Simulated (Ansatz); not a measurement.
Basis-set extrapolation for C₂H₄BN (PBE0-D4/def2-TZVP geometry, frozen core, Ansatz 0.2.0). Multiplicity 1, RHF reference.

```
                      def2-TZVPP   def2-QZVPP
                 HF  -157.175693  -157.182756
    MP2 correlation    -0.623223    -0.662907
CCSD(T) correlation    -0.680098      not run
```

Energies in hartree. Use E(X) = E(∞) + A·exp(−7.88·√X) for Hartree–Fock and E(X) = E(∞) + B·X^(−2.97) for correlation, with X = 3 and 4, and add CCSD(T) minus MP2 of the smaller set to the MP2 limit.

Problem. What is the CCSD(T) energy at the basis-set limit?

Solution. HF limit: -157.182756 + (-0.007063) × 0.13774 = -157.18373. MP2 limit: -0.662907 + (-0.039684) × 0.74074 = -0.69230. Higher-order term: -0.680098 − (-0.623223) = -0.05688. Total: -157.93291 hartree, 202.5 kJ/mol below CCSD(T)/def2-TZVPP.
